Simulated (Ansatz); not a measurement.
Relaxation of AlH$_{5}$OSn (8 atoms, charge 0, multiplicity 1), to a largest force component of 0.02 eV/Å in at most 50 steps.

The calculation used Ansatz, UKS PBE0-D4/def2-SVP.

```xyz
8
Properties=species:S:1:pos:R:3
O -2.039 0.462 -0.604
Sn -0.220 0.953 -0.147
Al 1.003 -1.231 0.625
H -1.935 -0.234 -1.259
H -2.599 1.232 -0.331
H -0.205 2.150 1.147
H 0.285 -2.625 0.677
H 2.608 -1.144 1.072
```

Problem. Where does it end, and by what steps?

Solution. The forces met the threshold. After 44 steps the energy has fallen by 2.713 eV; H5 moved furthest, 2.11 Å. Joined: Al3–H6.

```csv
step,energy less start (eV),largest force component (eV/Å),accepted
0,0.0000,6.902,yes
2,-2.0124,0.948,yes
4,-2.2931,0.386,yes
6,-2.3471,0.214,yes
8,-2.3600,0.228,yes
10,-2.3659,0.100,yes
12,-2.3648,0.478,no
14,-2.3706,0.248,yes
16,-2.3741,0.121,yes
18,-2.3858,0.040,yes
20,-2.3839,0.690,no
22,-2.3942,0.177,yes
24,-2.3986,0.493,yes
26,-2.4203,0.167,yes
28,-2.4257,0.062,yes
30,-2.4459,0.502,yes
32,-2.4674,0.348,yes
34,-2.5233,0.566,yes
36,-2.6543,0.413,yes
38,-2.7064,0.204,yes
40,-2.7128,0.095,yes
42,-2.7133,0.049,yes
44,-2.7133,0.017,yes
```

```xyz
8
Properties=species:S:1:pos:R:3
O -1.789 0.190 -0.881
Sn 0.260 1.399 -0.980
Al 0.837 -0.629 0.585
H -2.471 0.658 -0.382
H -1.554 -0.602 -0.340
H 0.159 1.075 0.964
H -0.563 -1.482 0.645
H 2.018 -1.045 1.570
```

Whether the end is a true minimum wasn't checked by a vibrational analysis.

Run time: 2.3 min on 2 threads of Arm Neoverse V1, on a shared host, peak memory 0.24 GiB.
